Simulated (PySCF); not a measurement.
PySCF 2.14 output of an unrestricted r2SCAN calculation on a single atom or ion in def2-TZVP (5s5p2d1f, 37 functions), with the non-relativistic Hamiltonian (point nucleus):

```
SCF conv_tol = 1e-09
number electrons alpha = 9  beta = 7
    J. W. Furness, A. D. Kaplan, J. Ning, J. P. Perdew, and J. Sun.,  J. Phys. Chem. Lett. 11, 8208-8215 (2020)
    J. W. Furness, A. D. Kaplan, J. Ning, J. P. Perdew, and J. Sun.,  J. Phys. Chem. Lett. 11, 9248-9248 (2020)
    J. W. Furness, A. D. Kaplan, J. Ning, J. P. Perdew, and J. Sun.,  J. Phys. Chem. Lett. 11, 8208-8215 (2020)
    J. W. Furness, A. D. Kaplan, J. Ning, J. P. Perdew, and J. Sun.,  J. Phys. Chem. Lett. 11, 9248-9248 (2020)
cycle= 1 E= -459.638417654256  delta_E= -0.00791  |g|= 0.0156  |ddm|= 0.0822
cycle= 2 E= -459.638574334651  delta_E= -0.000157  |g|= 0.00391  |ddm|= 0.0172
cycle= 3 E= -459.638582025375  delta_E= -7.69e-06  |g|= 0.00179  |ddm|= 0.00525
cycle= 4 E= -459.638582879365  delta_E= -8.54e-07  |g|= 0.000187  |ddm|= 0.00152
cycle= 5 E= -459.638582893159  delta_E= -1.38e-08  |g|= 1.73e-05  |ddm|= 0.000193
cycle= 6 E= -459.638582893426  delta_E= -2.68e-10  |g|= 2.81e-06  |ddm|= 3.92e-05
converged SCF energy = -459.638582893426  <S^2> = 2.006315  2S+1 = 3.0042071
```

The run itself started from symmetry-adapted Hartree-Fock orbitals and held the occupation by maximum overlap, on a logarithmic radial grid, so the iterations belong to that start.

Problem. Which element, charge and spin multiplicity is this?

Solution. Cl⁺ (chlorine, charge +1), multiplicity 3; the state was [Ne] 3s2 3p4, high-spin 3P determinant.
